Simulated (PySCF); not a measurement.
Labels have come off several samples. The candidates:

A. SMILES CC(=O)O[C@H]1C=COC1=O
B. SMILES COC(=O)c1ccc(O)o1
C. `InChI=1S/C6H7F/c7-6-4-2-1-3-5-6/h1-2,5H,3-4H2`
D. `C1C(F)=C(C)C=C1`

Spectrum 1. ¹H NMR (300 MHz, computed): δ 7.63 (m, 1H), 5.68 (m, 1H), 5.15 (br s, 1H), 3.98 (s, 3H). ¹³C{¹H} NMR (computed): δ 167.0 (C), 164.2 (C), 139.7 (C), 132.0 (CH), 90.7 (CH), 53.1 (CH3).

Spectrum 2. ¹H NMR (300 MHz, computed): δ 5.94 (m, 1H), 5.90 (m, 1H), 5.44 (m, 1H), 3.08 (m, 2H), 3.02 (m, 2H). ¹³C{¹H} NMR (computed): δ 167.8 (C), 131.8 (CH), 129.9 (CH), 106.2 (CH), 31.4 (CH2), 31.0 (CH2).

Spectrum 3. ¹H NMR (300 MHz, computed): δ 6.52 (m, 1H), 6.01 (m, 1H), 3.12 (m, 2H), 2.03 (s, 3H). ¹³C{¹H} NMR (computed): δ 174.5 (C), 142.4 (CH), 127.5 (CH), 122.7 (C), 41.5 (CH2), 11.9 (CH3).

Spectrum 4. ¹H NMR (300 MHz, computed): δ 7.08 (d, 1H), 6.86 (m, 1H), 5.64 (m, 1H), 2.28 (s, 3H). ¹³C{¹H} NMR (computed): δ 177.5 (C), 175.4 (C), 154.5 (CH), 115.5 (CH), 68.7 (CH), 22.6 (CH3).

Computational details: geometry: GFN2-xTB, NMR shieldings at PBE0/pcSseg-1/GIAO, in PySCF (a single conformation, equivalent nuclei averaged, isolated molecule, non-relativistic Hamiltonian).

Scale: ¹H, ¹³C against TMS (reference shieldings calculated alike). Splittings of carbon signals by F and P are missing where no couplings were computed. Where no couplings were computed, multiplicities follow the n + 1 count of equivalent neighbours, and m marks all less simple cases (inequivalent or close neighbours, rings, F or P nearby). Shifts are as computed. Against solution values, carbons near 30 ppm lie about +3 ppm off and those near 130 ppm about +5 ppm (rms about the fit 2.1 ppm; single classes can miss by 10 ppm). Of 1328 compounds with measured shifts, 309 miss one by over three times the rms of a fit or turn the order of signals round; such compounds aren't used in these exercises. Signals without a measured value on file couldn't be tested in this way; 1H shifts scatter by 0.2 ppm about their fit, and single ones miss by 0.5 ppm. OH and NH positions are gas-phase values without hydrogen bonding to other molecules.

Question: Which spectrum belongs to which compound?

Answer: 1–B, 2–C, 3–D, 4–A.

- Spectrum 1 (B): 6 ¹³C signals; δC 167.0 is an aromatic carbon bearing oxygen; δC 164.2 is an ester carbonyl carbon.
- Spectrum 2 (C): 6 ¹³C signals; δC 131.8 is an alkene CH; δC 129.9 is an alkene CH.
- Spectrum 3 (D): 6 ¹³C signals; δC 142.4 is an alkene CH; δC 127.5 is an alkene CH.
- Spectrum 4 (A): 6 ¹³C signals; δC 177.5 is an ester carbonyl carbon; δC 175.4 is an ester carbonyl carbon.
